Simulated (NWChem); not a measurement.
System: sulfur tetrafluoride (SF$_{4}$); SMILES FS(F)(F)F

```xyz
5

F      1.2205     0.0000     0.6168
S      0.0000     0.0000    -0.3878
F      0.0000    -1.6542    -0.2755
F      0.0000     1.6542    -0.2755
F     -1.2205     0.0000     0.6168
```
Atoms are numbered in this order, from 1.

All runs use the structure optimised with PBE0/def2-SVP.

Q: Give the principal values of the shielding tensors (ppm) of F1, S2, F3 from Hartree-Fock/6-31G* (spherical d), GIAO (NWChem), with their diamagnetic and paramagnetic parts as GIAO splits them.

A: 
```
atom    σ11    σ22    σ33  isotropic  diamagnetic  paramagnetic
----  -----  -----  -----  ---------  -----------  ------------
F1     58.8  181.1  381.3      207.1        472.7        -265.7
S2    -60.3  329.0  329.4      199.4       1036.5        -837.1
F3    -14.3  135.5  358.4      159.9        479.0        -319.1
```
